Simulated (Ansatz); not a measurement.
One change: `C[Se]C(O)O` becomes `C=NC(O)O`.

Ansatz, PBE0-D4/def2-TZVP geometries, multiplicity 1. Each molecule was computed in one conformer, which needn't be the lowest.

Scalar relativity is left out up to krypton.

| property | `C[Se]C(O)O` |
| --- | --- |
| HOMO–LUMO gap (B3LYP/def2-TZVPP) / eV | 6.00 |
| LUMO energy (PBE0/def2-TZVPP) / eV | 0.20 |
| HOMO energy (PBE0/def2-TZVPP) / eV | -6.29 |
| HOMO–LUMO gap (ωB97M-V/def2-TZVPP) / eV | 10.52 |
| size of the dipole moment (B3LYP/def2-TZVPP) / D | 1.77 |
| HOMO–LUMO gap (PBE0/def2-TZVPP) / eV | 6.50 |

(1) Give the same properties after the change, and the shifts. (Best estimate.)

## Answers

(1) The calculation gave: 
| property | `C=NC(O)O` | shift |
| --- | --- | --- |
| HOMO–LUMO gap (B3LYP/def2-TZVPP) / eV | 6.76 | 0.76 |
| LUMO energy (PBE0/def2-TZVPP) / eV | -0.88 | -1.08 |
| HOMO energy (PBE0/def2-TZVPP) / eV | -8.12 | -1.83 |
| HOMO–LUMO gap (ωB97M-V/def2-TZVPP) / eV | 11.87 | 1.35 |
| size of the dipole moment (B3LYP/def2-TZVPP) / D | 2.39 | 0.62 |
| HOMO–LUMO gap (PBE0/def2-TZVPP) / eV | 7.25 | 0.75 |

With PBE0 the HOMO falls by 1.83 eV and the LUMO falls by 1.08 eV, so the gap widens by about 0.75 eV. PBE moves the HOMO by -1.50 eV and ωB97M-V by -2.00 eV. The zero-point energy changes by -16.1 kJ/mol with -3 modes. Dipoles are sizes alone; their direction can turn.

B3LYP here is the variant with VWN-RPA as its local correlation; programs differ in this.

Spin–orbit coupling is left out; it splits and shifts lone-pair levels of the heavy atoms by tenths of an eV.
